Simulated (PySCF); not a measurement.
Isomers of C2H7NOSi, one GFN2-xTB conformer each. Single-point energies are computed at PBE0/pcSseg-1 (PySCF, gas phase, no added dispersion term), electronic only.

```csv
SMILES,GFN2-xTB relative energy (kJ/mol)
CC(=O)N[SiH3],17.1
C=CO[SiH2]N,28.4
C/C=N\[SiH2]O,0.0
```

Conformers: `[CH3:1][C:2](=[O:3])[NH:4][SiH3:5]` with C1–C2–N4–Si5 -179°; `[CH2:1]=[CH:2][O:3][SiH2:4][NH2:5]` with C1–C2–O3–Si4 2°, C2–O3–Si4–N5 -58°, O3–Si4–N5–H -178° and -40°; `[CH3:1]/[CH:2]=[N:3]\[SiH2:4][OH:5]` with C2–N3–Si4–O5 -137°, N3–Si4–O5–H -37°.

Task: What does PBE0/pcSseg-1 give for the same structures?

Result: 
```json
{"SMILES": "CC(=O)N[SiH3]", "PBE0/pcSseg-1 E (Eh)": "-499.53226", "PBE0/pcSseg-1 (kJ/mol)": "0.0", "GFN2-xTB (kJ/mol)": "17.1", "point group": "–"}
{"SMILES": "C/C=N\\[SiH2]O", "PBE0/pcSseg-1 E (Eh)": "-499.52941", "PBE0/pcSseg-1 (kJ/mol)": "7.5", "GFN2-xTB (kJ/mol)": "0.0", "point group": "C1"}
{"SMILES": "C=CO[SiH2]N", "PBE0/pcSseg-1 E (Eh)": "-499.52139", "PBE0/pcSseg-1 (kJ/mol)": "28.5", "GFN2-xTB (kJ/mol)": "28.4", "point group": "C1"}
```

GFN2-xTB puts C/C=N\[SiH2]O lowest instead; measured from each level's own lowest isomer, the values differ by up to 17.1 kJ/mol (CC(=O)N[SiH3]: 17.1 against 0.0). As drawn, the lowest has a C=O bond and a C(=O)–N unit, which the highest lacks; the highest has an Si–O bond and a C=C bond outside aromatic rings, which the lowest lacks. Neighbours under 10 kJ/mol apart (CC(=O)N[SiH3] and C/C=N\[SiH2]O) can change places with a better method, another conformer or zero-point energy.

Task: Which frontier levels, dipoles and rotational constants go with these structures?

Result: 
```
       SMILES  HOMO (eV, PBE0/pcSseg-1)  LUMO (eV)  dipole (D)      A, B, C (MHz)
CC(=O)N[SiH3]                     -7.63       0.44        3.43   9991, 2514, 2085
C/C=N\[SiH2]O                     -6.96      -0.55        2.48  11183, 2010, 1874
  C=CO[SiH2]N                     -6.87       0.57        1.55   7341, 2775, 2251
```
